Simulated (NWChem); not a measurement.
System: ZnH2O2 cation, doublet; SMILES of the neutral closed-shell parent [OH][Zn][OH]

```xyz
5

Zn     0.0000     0.0000     0.0315
O     -1.7966     0.0000    -0.1407
H     -2.3842     0.0000     0.6533
O      1.7966     0.0000    -0.1407
H      2.3842     0.0000     0.6533
```
Atoms are numbered in this order, from 1.

Program: NWChem. Spin-unrestricted. In the optimisation the excess spin sits in a2 (C2v, its own frame). All runs use the structure optimised with PBE-D3(BJ)/def2-SVP, spin-unrestricted. The spin multiplicity was typed, not searched, and may not be the lowest. No stability test was run on the SCF state. Level B3LYP/def2-SVP: energy and gradient on several grids; changes count from the extra-fine grid, which is no exact limit either.

Q: Which is the coarsest grid (coarse; medium; xcoarse; fine; xfine) from which on the energy stays within 50 μHa and each gradient component within 100 μHa/bohr of xfine?

A: medium.
```csv
grid,size of the energy change (μHa),largest change of a gradient component (μHa/bohr)
xcoarse,500,6000
coarse,100,400
medium,< 10,50
fine,< 10,< 30
xfine,< 10,< 30
```
